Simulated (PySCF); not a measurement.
Computed Raman spectrum (relative Raman activity) of a molecule C2H5ClOSi2. Geometry optimised at B3LYP-D3(BJ)/def2-SVP. The values are those of a single conformer. Calculation: PySCF 2.14.0 with B3LYP-D3(BJ)/def2-SVP. Frequencies are harmonic and unscaled.

Lines under 2 % of the strongest are left out, and lines within 2 cm⁻¹ are merged.

ν (cm⁻¹): 359 (vw), 420 (w), 438 (vw), 489 (vw), 532 (w), 636 (w), 719 (w), 853 (vw), 902 (vw), 931 (vw), 963 (w), 1177 (vw), 1546 (w), 2201 (vs), 2209 (vs), 2256 (vs), 3155 (s), 3868 (m) (against the strongest line: vs over 80 %, s over 45 %, m over 15 %, w over 4 %, vw less)

Problem. Which molecule gave these data?
A) C#C[SiH2][Si@H](O)Cl
B) O[Si@H](Cl)C#C[SiH3]
C) C#C[Si@H](Cl)[SiH2]O
D) O[Si@@H]1[SiH2]C=C1Cl

Solution. D, O[Si@@H]1[SiH2]C=C1Cl
